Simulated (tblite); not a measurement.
Compound: CH₁₃BN₂Si₃.
SMILES with atom numbers: `[BH2:1][N:2]([SiH2:3][NH2:4])[SiH2:5][SiH2:6][CH3:7]` (hydrogens: H8, H9 on B1; H10, H11 on Si3; H12, H13 on N4; H14, H15 on Si5; H16, H17 on Si6; H18, H19, H20 on C7)

Computed with GFN2-xTB (tblite), gas phase: L-BFGS steps from a force-field or distance-geometry start until the largest atomic force falls under 0.01 eV/Å.

Step 17: E = -573.9059 eV
```
atom  x, y, z in Å  |  force x, y, z in eV/Å
B1      1.8368   -1.6633    0.4828    0.115  -0.095   0.022
N2      0.8902   -0.7187   -0.0360    0.189  -0.013   0.002
Si3     1.5254    0.6178   -0.9376   -0.007  -0.044  -0.101
N4      2.8870    1.3309   -0.1639   -0.021  -0.061   0.046
Si5    -0.6612   -1.3966   -0.4504    0.135   0.039   0.010
Si6    -2.3172    0.1954   -0.3248   -0.105   0.152   0.199
C7     -2.4890    0.9229    1.4357   -0.014  -0.029   0.046
H8      2.3654   -2.4404   -0.2334   -0.051   0.113   0.035
H9      2.0759   -1.7086    1.6348   -0.080   0.096  -0.041
H10     2.1090    0.2227   -2.2177    0.001  -0.026  -0.165
H11     0.3265    1.4433   -1.1050    0.028   0.171  -0.030
H12     3.4471    1.9583   -0.7168   -0.002   0.014   0.005
H13     2.7926    1.6966    0.7665   -0.013  -0.002   0.161
H14    -0.7843   -2.5258    0.4731   -0.141  -0.125   0.178
H15    -0.5565   -2.0434   -1.7665   -0.072  -0.046  -0.183
H16    -3.6061   -0.4227   -0.6776   -0.031  -0.067   0.057
H17    -2.2703    1.3489   -1.2346    0.072   0.033  -0.071
H18    -3.2997    1.6431    1.5183   -0.009  -0.042  -0.075
H19    -1.5851    1.4233    1.7761    0.037  -0.038  -0.131
H20    -2.6917    0.1268    2.1467   -0.031  -0.030   0.036
```

Step 18: E = -573.9179 eV
```
atom  x, y, z in Å  |  force x, y, z in eV/Å
B1      1.8420   -1.6602    0.4863    0.079  -0.097  -0.009
N2      0.8954   -0.7255   -0.0532    0.185   0.004   0.015
Si3     1.5326    0.6182   -0.9429   -0.052   0.004  -0.246
N4      2.8956    1.3206   -0.1592   -0.060  -0.049   0.030
Si5    -0.6617   -1.3986   -0.4562    0.116   0.043   0.020
Si6    -2.3209    0.1897   -0.3227   -0.061   0.074   0.173
C7     -2.4862    0.9183    1.4326   -0.034  -0.004   0.083
H8      2.3752   -2.4391   -0.2252   -0.035   0.109   0.074
H9      2.0677   -1.6954    1.6432   -0.079   0.092  -0.096
H10     2.1149    0.2501   -2.2402   -0.044  -0.021  -0.034
H11     0.3314    1.4525   -1.1144    0.122   0.089   0.007
H12     3.4509    1.9594   -0.7056   -0.017  -0.005   0.034
H13     2.7846    1.6822    0.7717    0.017   0.000   0.147
H14    -0.7930   -2.5161    0.4807   -0.117  -0.130   0.166
H15    -0.5829   -2.0538   -1.7706   -0.041  -0.041  -0.163
H16    -3.6133   -0.4320   -0.6638    0.003  -0.033   0.045
H17    -2.2627    1.3478   -1.2210    0.042   0.058  -0.121
H18    -3.2958    1.6379    1.5023   -0.072   0.007  -0.039
H19    -1.5884    1.4228    1.7767    0.110  -0.009  -0.142
H20    -2.6905    0.1320    2.1513   -0.058  -0.089   0.058
```

Step 19: E = -573.9282 eV
```
atom  x, y, z in Å  |  force x, y, z in eV/Å
B1      1.8479   -1.6591    0.4897    0.019  -0.046  -0.032
N2      0.9035   -0.7307   -0.0656    0.118   0.030  -0.007
Si3     1.5381    0.6181   -0.9507   -0.053   0.052  -0.284
N4      2.9015    1.3117   -0.1542   -0.098  -0.016   0.013
Si5    -0.6592   -1.3994   -0.4600    0.068   0.004   0.031
Si6    -2.3252    0.1866   -0.3181    0.013  -0.018   0.073
C7     -2.4846    0.9138    1.4320   -0.049   0.021   0.110
H8      2.3817   -2.4357   -0.2189    0.018   0.052   0.072
H9      2.0604   -1.6839    1.6488   -0.064   0.074  -0.099
H10     2.1177    0.2696   -2.2600   -0.066  -0.021   0.052
H11     0.3386    1.4640   -1.1225    0.178   0.020   0.031
H12     3.4524    1.9603   -0.6960   -0.039  -0.036   0.074
H13     2.7778    1.6710    0.7779    0.036  -0.021   0.083
H14    -0.8046   -2.5103    0.4901   -0.077  -0.075   0.100
H15    -0.6048   -2.0611   -1.7773   -0.013  -0.012  -0.083
H16    -3.6192   -0.4410   -0.6513    0.038   0.003   0.036
H17    -2.2540    1.3476   -1.2123    0.009   0.044  -0.125
H18    -3.2936    1.6331    1.4882   -0.111   0.047   0.012
H19    -1.5891    1.4214    1.7736    0.144   0.011  -0.129
H20    -2.6903    0.1346    2.1563   -0.072  -0.111   0.073
```

**Question.** Estimate the geometry and energy of step 20. (The exact step hangs on the optimiser's Hessian estimate; all steps are aligned on step 19, rigid shifts and turns removed.)

**Answer.** E = -573.9361 eV, largest force 0.218 eV/Å
```
atom  x, y, z in Å  |  force x, y, z in eV/Å
B1      1.8526   -1.6591    0.4914   -0.038   0.027  -0.048
N2      0.9123   -0.7341   -0.0763    0.026   0.051  -0.043
Si3     1.5410    0.6189   -0.9610   -0.023   0.066  -0.206
N4      2.9021    1.3058   -0.1502   -0.110   0.017   0.001
Si5    -0.6554   -1.4006   -0.4619    0.019  -0.042   0.038
Si6    -2.3279    0.1854   -0.3133    0.076  -0.064  -0.025
C7     -2.4849    0.9116    1.4342   -0.048   0.032   0.101
H8      2.3867   -2.4327   -0.2134    0.078  -0.022   0.047
H9      2.0530   -1.6733    1.6511   -0.044   0.051  -0.070
H10     2.1198    0.2824   -2.2738   -0.062  -0.028   0.064
H11     0.3452    1.4723   -1.1270    0.178  -0.004   0.031
H12     3.4531    1.9596   -0.6875   -0.049  -0.055   0.095
H13     2.7750    1.6624    0.7841    0.031  -0.053   0.017
H14    -0.8128   -2.5089    0.4990   -0.038  -0.002   0.021
H15    -0.6200   -2.0676   -1.7838    0.008   0.025   0.012
H16    -3.6224   -0.4465   -0.6424    0.061   0.026   0.031
H17    -2.2491    1.3487   -1.2095   -0.013  -0.005  -0.088
H18    -3.2942    1.6309    1.4799   -0.109   0.058   0.055
H19    -1.5875    1.4205    1.7687    0.123   0.011  -0.104
H20    -2.6919    0.1349    2.1612   -0.066  -0.088   0.070
```

The energy changes by -0.0078 eV. The first-order estimate −F·Δx gives -0.0110 eV and the mean of the old and new forces, exact on a quadratic surface, -0.0078 eV. The step makes an angle of 66° with the force vector and moves no atom by more than 0.019 Å.

The cost below is that of the whole relaxation. Time: 2.2 s. Hardware: one thread, Arm Neoverse V2 (aarch64), shared host with 192 logical CPUs at a one-minute load of 73.
